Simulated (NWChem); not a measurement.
Basis-set convergence for HFGeO

```xyz
4

Ge    -0.4252    -0.0203     0.0000
F      0.6312     1.4011     0.0000
O      0.9188    -1.2273     0.0000
H      0.5747    -2.1424     0.0000
```
Charge 0, spin multiplicity 1.

Program: NWChem. All single points use one geometry, from PBE/def2-SVP, a minimum by its harmonic frequencies. It is one conformer; others weren't searched.

Quantity: dipole moment at the level PBE0.

The Hamiltonian is non-relativistic. The Pople sets run with spherical d functions. The structure started from a generated list of species.

```csv
basis,functions,dipole moment (D)
STO-3G,29,?
3-21G,42,?
6-31G*,62,3.24
def2-SVP,65,?
aug-pcseg-1,91,3.36
def2-SVPD,92,3.46
pcseg-2,117,3.47
cc-pVTZ,117,3.28
def2-TZVPP,124,3.37
def2-QZVP,219,3.38
```

Problem. What belongs in the gaps?

Solution. 
- STO-3G, dipole moment (D): 1.42
- 3-21G, dipole moment (D): 3.21
- def2-SVP, dipole moment (D): 3.32
